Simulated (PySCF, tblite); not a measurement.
Species: C7H13OP.
Geometry (GFN2-xTB, Å), atoms numbered from 1 in this order:
```xyz
22
C7H13OP angstrom
C     -2.429    2.831   -0.977
C     -2.065    1.945   -0.249
P     -1.580    0.676    0.888
C     -2.628   -0.673    0.087
O     -2.457   -0.787   -1.297
C      0.052    0.286    0.072
C      0.811   -0.783    0.852
C      2.126   -1.179    0.180
C      3.161   -0.060    0.184
H     -2.731    3.609   -1.617
H     -3.679   -0.482    0.350
H     -2.341   -1.635    0.521
H     -2.670    0.066   -1.699
H      0.620    1.219    0.042
H     -0.131   -0.046   -0.955
H      1.013   -0.421    1.864
H      0.183   -1.673    0.940
H      1.925   -1.484   -0.850
H      2.537   -2.044    0.706
H      2.826    0.788   -0.407
H      4.099   -0.414   -0.238
H      3.349    0.281    1.200
```

The calculation used PBE0/pcSseg-1 in PySCF (dipole) on a GFN2-xTB geometry, gas phase.

Masses are those of the commonest isotopes; rigid-rotor values at the optimised geometry. The values belong to one conformer with, in the numbering `[CH:1]#[C:2][P:3]([CH2:4][OH:5])[CH2:6][CH2:7][CH2:8][CH3:9]`, C2–P3–C4–O5 50°, P3–C4–O5–H -58°, C2–P3–C6–C7 178°, P3–C6–C7–C8 177°, C6–C7–C8–C9 67°.

Problem. Give the principal moments of inertia and the rotational constants in GHz.

Solution. Ia = 243.52, Ib = 714.50, Ic = 807.58 u·Å²; 505379 MHz·u·Å²/I gives 2075, 707.3 and 625.8 MHz, that is A = 2.0753, B = 0.7073, C = 0.6258 GHz.

Problem. Classify the top.

Solution. An asymmetric top. Ray's parameter κ = (2B − A − C)/(A − C) = -0.888; −1 is the prolate and +1 the oblate limit.

Problem. Is it planar, by Δ = Ic − Ia − Ib?

Solution. Not planar: Δ = Ic − Ia − Ib = -150.44 u·Å². For a rigid frame Δ = −2 Σ m c², so Σ m c² = 75.22 u·Å² lies off the ab plane: 12.32 from hydrogen and 62.89 from heavier atoms. The atom farthest from that plane is 1.53 Å away.

Problem. Give the other two planar moments, Paa and Pbb, and the rms extents of the mass along the axes.

Solution. Paa = Σ m a² = (Ib + Ic − Ia)/2 = 639.28 and Pbb = Σ m b² = (Ia + Ic − Ib)/2 = 168.30 u·Å². With the mass M = 144.07 u, the rms extents √(P/M) along a, b and c are 2.11, 1.08, 0.72 Å.

Problem. Predict some low-J microwave lines.

Solution. The dipole components are |μa| = 0.07 D, |μb| = 0.45 D, |μc| = 0.43 D. Intensities carry the squares of the components, which stand as 0.02 : 1.00 : 0.91 (a : b : c). Some lines, for components of 0.1 D or more:

```csv
type,branch,"J(Ka,Kc)",MHz,lower level (cm⁻¹)
c,Q,"2(1,2) ← 2(0,2)",1290,0.133
b,R,"2(0,2) ← 1(1,1)",1295,0.090
c,Q,"1(1,1) ← 1(0,1)",1368,0.044
b,Q,"1(1,0) ← 1(0,1)",1450,0.044
b,Q,"2(1,1) ← 2(0,2)",1535,0.133
b,R,"1(1,1) ← 0(0,0)",2701,0.000
c,R,"1(1,0) ← 0(0,0)",2783,0.000
b,R,"2(1,2) ← 1(0,1)",3953,0.044
c,Q,"2(2,1) ← 2(1,1)",4104,0.184
b,Q,"2(2,0) ← 2(1,1)",4107,0.184
c,R,"2(1,1) ← 1(0,1)",4197,0.044
b,Q,"2(2,1) ← 2(1,2)",4349,0.176
b,R,"2(2,1) ← 1(1,0)",6852,0.093
c,R,"2(2,0) ← 1(1,0)",6855,0.093
c,R,"2(2,1) ← 1(1,1)",6933,0.090
b,R,"2(2,0) ← 1(1,1)",6937,0.090
```

Problem. Estimate the classical rotational partition function at 25 K, 50 K and 500 K.

Solution. Point group C1, symmetry number σ = 1; q = (√π/σ)·√((kT/h)³/(ABC)), k/h = 20836.6 MHz/K: 22000 at 25 K, 62200 at 50 K, 1970000 at 500 K.

Its GFN2-xTB frequencies are all real (lowest 32 cm⁻¹). No vibrational averaging or centrifugal distortion is included, and the geometry carries the error of its method. A rigid rotor knows nothing of internal rotation, which can split or shift real lines.
